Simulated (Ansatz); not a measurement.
Mulliken charges of `F[CH](F)[GeH3]` from PBE/def2-TZVPP in Ansatz (PBE0-D4/def2-TZVP geometry).

```
atom   x (Å)   y (Å)   z (Å)  charge (e)
  F1   1.022  -0.768   1.462      -0.162
  C2   0.964  -0.039   0.313       0.176
  F3   1.723  -0.683  -0.617      -0.162
 Ge4  -0.925   0.098  -0.319       0.058
  H5   1.439   0.928   0.513       0.083
  H6  -1.741   0.816   0.765       0.000
  H7  -1.452  -1.321  -0.553       0.008
  H8  -0.937   0.911  -1.619       0.000
```

Task: By hand: the dipole of these point charges (1 e Å = 4.8032 D).

Result: Σ q r = (-0.221, 0.300, -0.062) e Å, of length 0.378 e Å = 1.82 D.

Task: How does the dipole of the full density compare? (An estimate is asked.)

Result: Ansatz gave: (-0.182, 0.279, -0.050) e Å, 1.62 D; the point charges give 1.12 times that, at 3° from its direction.

Point charges leave out the atoms' own dipoles, such as those of lone pairs, and Mulliken's split depends on the basis, so the close match here is no proof of good charges.
